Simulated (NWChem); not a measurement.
Species: SnBr cation, singlet; SMILES [Br][Sn+]

```xyz
2

Sn     0.0000     0.0000    -0.9937
Br     0.0000     0.0000     1.4316
```
Atoms are numbered in this order, from 1.

Program: NWChem. Low-valent species are run as closed-shell singlets; no triplet was tried in these runs. All runs use the structure optimised with PBE0/def2-SVP. def2 effective core potentials on Sn; no spin-orbit coupling. Vertical excitations in the gas phase; the lowest state need not have the same character in each row.

```
level                           lowest excitation, singlet (eV)  oscillator strength of that lowest state  lowest state with f > 0.02, singlet (eV)  oscillator strength of that bright state  orbital gap (eV)
------------------------------  -------------------------------  ----------------------------------------  ----------------------------------------  ----------------------------------------  ----------------
PBE/def2-SVP, full TDDFT                                   3.61                                     0.000                                      4.85                                     0.075              3.61
B3LYP/def2-SVP, full TDDFT                                 3.76                                     0.000                                      4.34                                     0.022              4.94
LRC-wPBEh/def2-SVP, full TDDFT                             4.17                                     0.000                                      4.46                                     0.029              8.89
CAM-B3LYP/def2-SVP, full TDDFT                       (withheld)                                     0.000                                      4.37                                     0.025        (withheld)
```

Problem. Fill in the missing entries.

Solution. 
- CAM-B3LYP/def2-SVP, full TDDFT, lowest excitation, singlet (eV): 4.05
- CAM-B3LYP/def2-SVP, full TDDFT, orbital gap (eV): 7.59
